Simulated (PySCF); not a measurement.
Electron correlation in Xe³⁺ (xenon, charge +3)

[Kr] 4d10 5s2 5p3, high-spin 4S determinant. All numbers are calculated (PySCF 2.14, scalar relativity by spin-free X2C-1e, in x2c-QZVPPall with one added diffuse shell each of s, p, d, f type (14s10p8d5f1g, 128 functions)). Frozen: [Kr] 4d10; 5 electrons correlated.

MP2 pair energies summed by pair of shells (mhartree):

```json
{"pair": "5s-5p", "energy": "-50.04", "share (%)": "67.8"}
{"pair": "5p-5p", "energy": "-15.69", "share (%)": "21.2"}
{"pair": "5s-5s", "energy": "-8.12", "share (%)": "11.0"}
```

Total MP2 correlation energy: -73.85 mhartree.

Same-spin part -18.64 and opposite-spin part -55.21 mhartree; SCS-MP2 scales them by 1/3 and 6/5 to -72.47 mhartree.
